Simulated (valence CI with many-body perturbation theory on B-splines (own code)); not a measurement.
Re V: calculation against measured levels

Calculated by relativistic CI+MBPT: three valence electrons over a frozen Dirac-Fock core [Xe] 4f14, radial functions for each j: 7 s, 7 p, 8 d, 6 f, 4 g, 1 h, with the one-electron correlation potential Σ1 (screened to all orders), the two-electron term Σ2, the three-electron term Σ3, Breit, model QED; selected single and double excitations, second order for the rest, scaled by the run's own slope (own B-spline code, finite nucleus).

Set against measurement, 69 paired levels are off by 1213 cm⁻¹ on average, the worst by 2255. These come from a selection out of Brasseur, Gamrath and Quinet, At. Data Nucl. Data Tables 157, 101636 (2024). Levels without a partner in it may be off by more, other configurations by 1,000 to 8,000 cm⁻¹. The list stops below the first excitations out of the core.

Measured levels: measured levels as listed in Brasseur, Gamrath and Quinet, At. Data Nucl. Data Tables 157, 101636 (2024). Pairs share parity and J, and are chosen by configuration, term and nearness in energy; levels without a clear partner are left out. Energies in cm⁻¹ above the measured ground level.

Names give the largest LS component (configuration and term), which can be under half, so a name can repeat, a term be missing and a line seem to break the LS rules; names also repeat where a configuration has a term twice. Letters in brackets count levels of one name in rising energy.

```
    Computed label  Label in the source  Measured  Computed  Difference
        5d3 4F_3/2               5d3 4F         0       0.0           0
        5d3 4F_5/2               5d3 4F    4853.0    4747.6        -105
        5d3 4F_7/2               5d3 4F    8972.9    8889.3         -84
        5d3 4F_9/2               5d3 4F   11913.9   11929.4         +16
        5d3 4P_3/2                  5d3   12402.7   12966.5        +564
        5d3 4P_1/2               5d3 4P   14325.4   14859.6        +534
        5d3 2G_7/2               5d3 2G   19012.9   19237.2        +224
        5d3 2H_9/2               5d3 2H   19966.8   20051.6         +85
        5d3 4P_5/2               5d3 4P   20922.1   21407.7        +486
    5d3 2D_3/2 [a]                  5d3   23201.4   23751.7        +550
        5d3 2P_1/2               5d3 2P   23668.8   24288.7        +620
       5d3 2H_11/2               5d3 2H   27076.9   27232.2        +155
    5d3 2D_5/2 [a]               5d3 2D   28738.8   29464.8        +726
        5d3 2G_9/2               5d3 2G   30365.5   30524.6        +159
        5d3 2P_3/2               5d3 2P   32766.4   33438.8        +672
        5d3 2F_5/2               5d3 2F   34161.8   35129.4        +968
        5d3 2F_7/2               5d3 2F   34625.3   35515.3        +890
    5d3 2D_3/2 [b]               5d3 2D   52051.9   53596.4       +1545
    5d3 2D_5/2 [b]               5d3 2D   52467.1   53928.7       +1462
     5d2 6s 4F_3/2        5d2(3F) 6s 4F   63506.4   64873.5       +1367
     5d2 6s 4F_5/2        5d2(3F) 6s 4F   66188.6   67573.6       +1385
     5d2 6s 4F_7/2        5d2(3F) 6s 4F   71889.1   73205.3       +1316
     5d2 6s 4F_9/2        5d2(3F) 6s 4F   77307.5   78659.9       +1352
     5d2 6s 2F_5/2        5d2(3F) 6s 2F   77994.6   79643.7       +1649
     5d2 6s 4P_1/2        5d2(3P) 6s 4P   78208.6   80233.6       +2025
     5d2 6s 4P_3/2        5d2(3P) 6s 4P   81246.1   83194.6       +1949
     5d2 6s 4P_5/2        5d2(3P) 6s 4P   82122.7   83947.3       +1825
     5d2 6s 2D_3/2        5d2(1D) 6s 2D   85741.6   87753.6       +2012
     5d2 6s 2F_7/2        5d2(3F) 6s 2F   86161.9   87809.4       +1648
     5d2 6s 2D_5/2        5d2(1D) 6s 2D   91992.4   93936.1       +1944
     5d2 6s 2G_9/2        5d2(1G) 6s 2G   92004.5   93800.5       +1796
     5d2 6s 2P_1/2        5d2(3P) 6s 2P   92326.7   94582.0       +2255
     5d2 6s 2G_7/2        5d2(1G) 6s 2G   93707.7   95434.4       +1727
     5d2 6s 2P_3/2        5d2(3P) 6s 2P   99336.1  101524.8       +2189
    5d2 6p 4G°_5/2       5d2(3F) 6p 4G°  126234.6  127547.7       +1313
    5d2 6p 4F°_3/2           5d2(3F) 6p  131236.6  132311.3       +1075
    5d2 6p 4G°_7/2       5d2(3F) 6p 4G°  135906.8  137116.2       +1209
5d2 6p 4F°_5/2 [a]           5d2(3F) 6p  137538.5  138625.8       +1087
5d2 6p 4D°_1/2 [a]           5d2(3P) 6p  141022.6  142492.4       +1470
5d2 6p 4G°_9/2 [a]           5d2(3F) 6p  143230.5  144449.8       +1219
5d2 6p 4F°_5/2 [b]           5d2(3F) 6p  143475.5  144777.7       +1302
5d2 6p 4D°_3/2 [a]           5d2(3P) 6p  143927.5  145437.2       +1510
    5d2 6p 4F°_7/2           5d2(3F) 6p  144702.8  145795.1       +1092
    5d2 6p 2S°_1/2           5d2(3P) 6p  144946.3  146358.8       +1412
5d2 6p 2D°_3/2 [a]           5d2(3F) 6p    145311  146389.8       +1079
5d2 6p 4D°_5/2 [a]           5d2(3F) 6p  147749.6  148842.0       +1092
5d2 6p 2G°_7/2 [a]           5d2(3F) 6p  148097.2  149060.3        +963
5d2 6p 4D°_3/2 [b]           5d2(3P) 6p  148144.0  149588.7       +1445
5d2 6p 4D°_1/2 [b]       5d2(3F) 6p 4D°  149050.0  150587.0       +1537
5d2 6p 4G°_9/2 [b]       5d2(3F) 6p 4G°  151877.3  153034.4       +1157
5d2 6p 2G°_7/2 [b]           5d2(3F) 6p  153294.6  154367.6       +1073
5d2 6p 2F°_5/2 [a]           5d2(3F) 6p  153832.5  155019.7       +1187
5d2 6p 2F°_7/2 [a]           5d2(1D) 6p  155597.7  156929.7       +1332
    5d2 6p 4S°_3/2           5d2(3P) 6p  155990.1  157444.8       +1455
5d2 6p 4D°_3/2 [c]       5d2(3F) 6p 4D°  156212.5  157559.2       +1347
    5d2 6p 2H°_9/2           5d2(1G) 6p  156490.6  157759.5       +1269
5d2 6p 2F°_5/2 [b]           5d2(1D) 6p  157152.3  158409.5       +1257
   5d2 6p 4G°_11/2       5d2(3F) 6p 4G°  157629.2  158790.3       +1161
5d2 6p 4D°_7/2 [a]           5d2(3F) 6p  158442.9  159401.4        +959
    5d2 6p 4P°_1/2           5d2(3P) 6p  160580.7  162126.8       +1546
```

The table shows the lowest 60 pairs. Over 69 excited levels the mean absolute difference is 1213 cm⁻¹, the median 1313 and the largest 2255. The comparison draws on a selection of the measured levels: 70 of the 168 computed ones have a partner in it, and others may be off by more.
